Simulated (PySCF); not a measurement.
A structure optimised at PBE0-D3(BJ)/def2-SVP, used in a PySCF frequency run:

```xyz
6

Ga     0.0000     0.0000    -0.2664
Cl     0.0000    -1.8365     0.8194
Cl     0.0000     1.8365     0.8194
N      0.0000     0.0000    -2.0546
H      0.0000     0.8460    -2.6095
H      0.0000    -0.8460    -2.6095
```
Charge 0, spin multiplicity 1.

Q: Write its SMILES, formula and point group.

A: [NH2][Ga]([Cl])[Cl], Cl2GaH2N, C2v

Q: What are its rotational constants (standard atomic weights)?

A: 4.0359, 2.1007, 1.3816 GHz
